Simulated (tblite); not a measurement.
Species: C₇H₁₀SSi.
Geometry (GFN2-xTB, Å), atoms numbered from 1 in this order:
```xyz
19
C7H10SSi angstrom
C     -3.6818    0.2726   -1.0138
C     -2.9124    0.0075    0.0265
C     -1.5027   -0.4524   -0.0585
Si    -0.3125    0.9391    0.4800
C      1.4411    0.3367    0.2093
C      1.9072   -0.8923   -0.1579
C      3.3119   -0.9642   -0.2637
C      3.9103    0.2197    0.0246
S      2.7665    1.4349    0.4325
H     -4.6941    0.6220   -0.9038
H     -3.3290    0.1461   -2.0247
H     -3.2932    0.1476    1.0298
H     -1.2764   -0.7646   -1.0786
H     -1.3613   -1.3156    0.5941
H     -0.5409    2.1448   -0.3239
H     -0.5039    1.2508    1.9033
H      1.2569   -1.7273   -0.3496
H      3.8489   -1.8541   -0.5411
H      4.9555    0.4580    0.0233
```

Computed values, GFN2-xTB/tblite, gas phase, harmonic and unscaled. Against measured fundamentals such values can be off by several per cent, at times by over 20. Modes of hydrogen on silicon can be 10 to 20 % off. One conformer, not necessarily the lowest.

Harmonic wavenumbers (cm⁻¹): 26.7, 41.7, 69.1, 92.7, 145.7, 196.4, 222.5, 398.7, 412.1, 423.1, 468.7, 531.5, 583.0, 594.7, 642.4, 715.5, 732.3, 744.6, 757.3, 783.8, 793.3, 817.2, 846.5, 850.6, 882.0, 956.9, 991.0, 1021.0, 1057.1, 1075.3, 1100.1, 1179.9, 1185.4, 1211.0, 1300.5, 1328.6, 1414.6, 1442.3, 1463.2, 1541.4, 1712.2, 2212.5, 2239.5, 2967.0, 2985.5, 3054.0, 3096.1, 3118.5, 3123.9, 3128.2, 3161.5.

A = 3485, B = 521.7, C = 471.8 MHz; mass 154.027 u (most abundant isotopes); point group C1, symmetry number 1.

What is the zero-point energy?

½Σν̃ = 30920 cm⁻¹ = 369.88 kJ/mol.

Give the ideal-gas entropy at 273.15 K and 1 bar in the rigid-rotor, harmonic-oscillator model (classical rotation).

Translation 169.86, rotation 125.71, vibration 131.35: S = 426.9 J/(mol K).

And Cp and H(273.15 K) − H(0)?

Cp = 160.61 J/(mol K), of which vibrations give 127.35 (their classical limit is 51 R = 424.0); H(273.15 K) − H(0) = 26.64 kJ/mol without the zero-point energy, 17.56 from vibrations.

Blend soft modes into free rotors: weight 1/[1 + (100 cm⁻¹/ν̃)⁴] for the oscillator and the rest for a rotor with moment μB/(μ + B), μ = h/(8π²ν), B = 10⁻⁴⁴ kg m². What vibrational entropy results?

113.86 J/(mol K) in place of 131.35, which changes −T·S at 273.15 K by +4.78 kJ/mol.

How do the functions run with temperature in this model?

| T (K) | S (J/(mol K)) | Cp (J/(mol K)) | H − H(0) (kJ/mol) | G − H(0) (kJ/mol) | ln q(vib) |
| --- | --- | --- | --- | --- | --- |
| 50 | 264.1 | 63.2 | 2.41 | -10.80 | 1.22 |
| 100 | 314.0 | 82.0 | 6.06 | -25.34 | 2.95 |
| 298.15 | 441.5 | 172.9 | 30.81 | -100.83 | 8.78 |
| 373.15 | 484.1 | 207.4 | 45.10 | -135.55 | 10.89 |
| 500 | 551.7 | 254.6 | 74.54 | -201.31 | 14.46 |
| 750 | 667.7 | 316.4 | 146.57 | -354.19 | 21.21 |
| 1000 | 764.4 | 355.1 | 230.84 | -533.55 | 27.43 |

q(vib) and H(0) count from the zero-point level.

Which modes carry the vibrational entropy at 273.15 K?

26.7 cm⁻¹: 24.63; 41.7 cm⁻¹: 20.93; 69.1 cm⁻¹: 16.76; 92.7 cm⁻¹: 14.36; 145.7 cm⁻¹: 10.72; 196.4 cm⁻¹: 8.39 J/(mol K); the other 45 give 35.56 together.

Hindered rotation and anharmonicity are outside this model. Other conformers, if any are populated, would add a mixing term that is left out. The structure is chiral; the term R ln 2 for an equal mix with its mirror image is left out.

The run took 1.6 s of wall time on Arm Neoverse N1, one thread, shared host with 64 logical CPUs at a one-minute load of 60. This covers the Hessian and the dipole derivatives.
